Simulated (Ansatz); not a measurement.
Ansatz (an electronic-structure program) input file for BBr2, SMILES Br[B-]Br (connectivity only; charge and spin as stated), charge -1, multiplicity 1, PBE/def2-SVPD. Geometry optimised at B3LYP-D3(BJ)/def2-SVPD.

Ansatz 0.2 input:
```yaml
crystal:
  periodic: [false, false, false]
  atoms:
    - {symbol: B, position_ang: [0.00000000, 0.00000000, -1.22622304]}
    - {symbol: Br, position_ang: [0.00000000, 1.67616526, 0.08758736]}
    - {symbol: Br, position_ang: [0.00000000, -1.67616526, 0.08758736]}
basis:
  gaussian:
    orbitals: def2-SVPD
hamiltonian:
  xc: {name: PBE}
total_charge: -1
```

It prints:

```
WARN ansatz: RAYON_NUM_THREADS=1 ignored (pool sized by the plan → 1); use --threads N
Functional definition: PBE
integrals: 0.05 GiB planned
1037 factors; their error is unknown
mean field: 0.26 GiB planned
mean field evaluation 1: about -140729.2974 eV, gradient 2.9e1 eV
mean field evaluation 2: about -140725.8934 eV, gradient 4.3e1 eV
mean field evaluation 4: about -140730.8730 eV, gradient 1.5e0 eV
mean field evaluation 8: about -140730.8358 eV, gradient 1.3e-2 eV
mean field -140730.83581942 eV, -5171.7628255771 hartree, gradient 1.2e-5 eV, S^2 0.000000; 0 other end points of the search recorded, 0 dependent functions left out
reference -140730.83585312 eV, -5171.7628268155 hartree; 38, 38 occupied and 64, 64 virtual orbitals, 1037 factors
Total energy: -140730.83585312 eV, -5171.7628268155 hartree
```

Self-consistency was reached.
